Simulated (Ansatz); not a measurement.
Reaction (cleavage of the Si–Ge bond): `F[CH](F)[GeH2][SiH3]` + `C=CCO` → `C=CCO[SiH3]` + `F[CH](F)[GeH3]`

Gas-phase electronic energies from Ansatz, PBE0-D4/def2-TZVP geometries. CCSD(T)/CBS adds triple-zeta CCSD(T) − MP2 to the extrapolated MP2 energy (def2 sets, frozen cores). Functionals use def2-TZVPP. B3LYP here is the variant with VWN-RPA as its local correlation; programs differ in this. For Ge outer-core shells are correlated without core-valence functions, which leaves a few kJ/mol of doubt a bond. Scalar relativity is left out up to krypton. One conformer a species, not always the lowest.

| level | ΔE (kJ/mol) |
| --- | --- |
| B2PLYP | -66.7 |
| PBE | -42.5 |
| B3LYP | -63.4 |
| CCSD/def2-TZVPP | -64.8 |
| CCSD(T)/def2-TZVPP | -62.2 |
| SCS-MP2/def2-QZVPP | -73.1 |
| HF/CBS(def2) | -88.1 |
| MP2/CBS(def2) | -67.0 |

(1) What does CCSD(T)/CBS give? (An estimate is asked.)

Largest T1 diagnostic among the species: 0.012.

Results:

(1) Computed: -61.9 kJ/mol. The listed levels differ from it by -4.8, 19.4, -1.5, -2.9, -0.3, -11.2, -26.2, -5.1 kJ/mol.

From PBE to PBE0 (25 % exact exchange), in def2-TZVPP and without D4, ΔE moves by −5.9 kJ/mol. In def2-TZVPP, CCSD(T) changes the Hartree–Fock value by +22.7 kJ/mol (the triples alone add +2.6 kJ/mol) and MP2 by +17.6 kJ/mol.
